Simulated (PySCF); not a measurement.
C7H10F2O2.
Numbering: `[CH3:1][C@@H:2]1[CH2:3][O:4][CH2:5][C@H:6]([CH:7]([F:8])[F:9])[C:10]1=[O:11]` (hydrogens: H12, H13, H14 on C1; H15 on C2; H16, H17 on C3; H18, H19 on C5; H20 on C6; H21 on C7)

The closed-shell ground state was solved at several levels (PySCF, density fitting, gas phase, non-relativistic). The structure is a single PBE0-D3(BJ)/def2-SVP conformer in the gas phase; no vibrational or solvent corrections.

```csv
level,basis functions,HOMO (eV),LUMO (eV),gap (eV),dipole (D)
PBE0/pcSseg-1,237,-7.61,-0.99,6.62,2.54
CAM-B3LYP/def2-SVPD,312,-9.15,0.01,9.16,2.71
PBE0/pcSseg-2,536,-7.58,-1.06,6.52,2.66
```

Question: What might B3LYP/pcJ-1 (397 basis functions) give for the same quantities?

Answer: HOMO -7.36 eV, LUMO -1.24 eV, gap 6.12 eV, dipole 2.54 D.

Question: Over all these levels, which gives the widest orbital gap and which the narrowest?

Answer: CAM-B3LYP/def2-SVPD (range-separated hybrid) has the widest, 9.16 eV, and B3LYP/pcJ-1 (global hybrid, 20 % exact exchange) the narrowest, 6.12 eV. Functional and basis both differ between the two, so the spread mixes both effects.

Question: How far do the dipole and the HOMO energy spread over the levels?

Answer: The dipole runs from 2.54 to 2.71 D (mean 2.61 D) and the HOMO from -9.15 to -7.36 eV.
